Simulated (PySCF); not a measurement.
Si(OH)4 (H4O4Si), SMILES O[Si](O)(O)O.

Coordinates come from a B3LYP-D3(BJ)/def2-SVP optimisation. The isomer is the one that the SMILES or the coordinates give; other isomers of the formula were not compared. Other conformers were not sampled.

Computed with B3LYP-D3(BJ)/def2-SVP run with PySCF 2.14.0.

Frequencies are harmonic and unscaled.

Modes within 1.5 cm⁻¹ of each other (mostly degenerate sets) share a row, with their intensities summed.

Computed vibrational spectrum:
```json
[
 {"mode": "1–2", "ν (cm⁻¹)": "195", "IR (km/mol)": "167.9", "Raman (Å⁴/amu)": "4.7", "depolarisation": "0.75", "moving atoms (share of kinetic energy)": "O 52 %, H 47 %"},
 {"mode": "3–4", "ν (cm⁻¹)": "271", "IR (km/mol)": "35.7", "Raman (Å⁴/amu)": "3.0", "depolarisation": "0.75", "moving atoms (share of kinetic energy)": "H 81 %, O 15 %"},
 {"mode": "5", "ν (cm⁻¹)": "281", "IR (km/mol)": "0.0", "Raman (Å⁴/amu)": "0.3", "depolarisation": "0.42", "moving atoms (share of kinetic energy)": "O 68 %, H 32 %"},
 {"mode": "6", "ν (cm⁻¹)": "351", "IR (km/mol)": "7.4", "Raman (Å⁴/amu)": "2.8", "depolarisation": "0.75", "moving atoms (share of kinetic energy)": "H 44 %, O 42 %, Si 14 %"},
 {"mode": "7–8", "ν (cm⁻¹)": "362", "IR (km/mol)": "168.3", "Raman (Å⁴/amu)": "2.7", "depolarisation": "0.75", "moving atoms (share of kinetic energy)": "O 55 %, H 28 %, Si 16 %"},
 {"mode": "9", "ν (cm⁻¹)": "404", "IR (km/mol)": "216.1", "Raman (Å⁴/amu)": "0.2", "depolarisation": "0.75", "moving atoms (share of kinetic energy)": "O 64 %, H 26 %, Si 11 %"},
 {"mode": "10", "ν (cm⁻¹)": "763", "IR (km/mol)": "0.0", "Raman (Å⁴/amu)": "11.2", "depolarisation": "0.00", "moving atoms (share of kinetic energy)": "O 98 %"},
 {"mode": "11", "ν (cm⁻¹)": "819", "IR (km/mol)": "0.0", "Raman (Å⁴/amu)": "0.0", "depolarisation": "–", "moving atoms (share of kinetic energy)": "H 94 %"},
 {"mode": "12", "ν (cm⁻¹)": "826", "IR (km/mol)": "231.4", "Raman (Å⁴/amu)": "3.7", "depolarisation": "0.75", "moving atoms (share of kinetic energy)": "H 71 %, O 27 %"},
 {"mode": "13–14", "ν (cm⁻¹)": "831", "IR (km/mol)": "423.2", "Raman (Å⁴/amu)": "3.0", "depolarisation": "0.75", "moving atoms (share of kinetic energy)": "H 64 %, O 34 %"},
 {"mode": "15", "ν (cm⁻¹)": "938", "IR (km/mol)": "132.0", "Raman (Å⁴/amu)": "1.7", "depolarisation": "0.75", "moving atoms (share of kinetic energy)": "Si 43 %, O 43 %, H 14 %"},
 {"mode": "16–17", "ν (cm⁻¹)": "1003", "IR (km/mol)": "522.0", "Raman (Å⁴/amu)": "2.2", "depolarisation": "0.75", "moving atoms (share of kinetic energy)": "Si 48 %, O 34 %, H 18 %"},
 {"mode": "18–20", "ν (cm⁻¹)": "3877", "IR (km/mol)": "361.1", "Raman (Å⁴/amu)": "163.4", "depolarisation": "0.75", "moving atoms (share of kinetic energy)": "H 94 %"},
 {"mode": "21", "ν (cm⁻¹)": "3880", "IR (km/mol)": "0.0", "Raman (Å⁴/amu)": "172.0", "depolarisation": "0.02", "moving atoms (share of kinetic energy)": "H 94 %"}
]
```
